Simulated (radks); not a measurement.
Neutral gold inside a hard spherical wall (all orbitals vanish at R), configuration held at [Xe] 4f14 5d10 6s1 and not refilled when levels cross. All-electron calculation, scalar-relativistic Kohn-Sham, LDA (Slater exchange, Perdew-Wang correlation), spin-polarised, spherical densities, point nucleus; open shells are filled with parallel spins first (spin-orbit coupling, left out, can overturn this in heavy ions). Program: a radial shooting solver on a logarithmic mesh with Libxc functionals. Eigenvalues in eV for spin up, with the zero of energy where the potential of the charges vanishes at infinity; a dash marks a level that is unbound or too diffuse for the functional's potential to be trusted. A positive occupied level is held by the wall or, in an anion where self-interaction has pushed it up, behind a barrier. The pressure on the wall is -dE/dV.

| R (bohr) | E (hartree) | kinetic (hartree) | e(4f) | e(5p) | e(5d) | e(6s) | e(6p, empty) | e(7s, empty) | pressure (GPa) |
|---|---|---|---|---|---|---|---|---|---|
| free | -19001.3701 | 21260.429 | -81.559 | -60.054 | -7.214 | -6.338 | -1.052 | - | 0 |
| 20 | -19001.3701 | 21260.429 | -81.559 | -60.054 | -7.214 | -6.338 | -1.052 | 0.174 | < 0.0001 |
| 7 | -19001.3660 | 21260.466 | -81.359 | -59.858 | -7.033 | -6.139 | -0.177 | 6.143 | 0.267 |
| 5 | -19001.3029 | 21260.864 | -79.802 | -58.384 | -5.702 | -4.454 | 3.276 | 19.685 | 9.15 |
| 4 | -19001.0654 | 21262.080 | -76.264 | -55.182 | -2.747 | -0.242 | 10.063 | 41.260 | 70.4 |
| 2.5 | -18996.9846 | 21279.028 | -50.111 | -33.583 | 20.751 | 42.394 | 67.696 | 182.39 | 3410 |
| 2 | -18987.8181 | 21314.323 | -18.846 | -7.266 | 53.454 | 111.97 | 151.93 | 357.81 | 19500 |
| 1.5 | -18948.2886 | 21453.313 | 57.763 | 72.575 | 153.17 | 333.45 | 400.20 | 828.03 | 168000 |
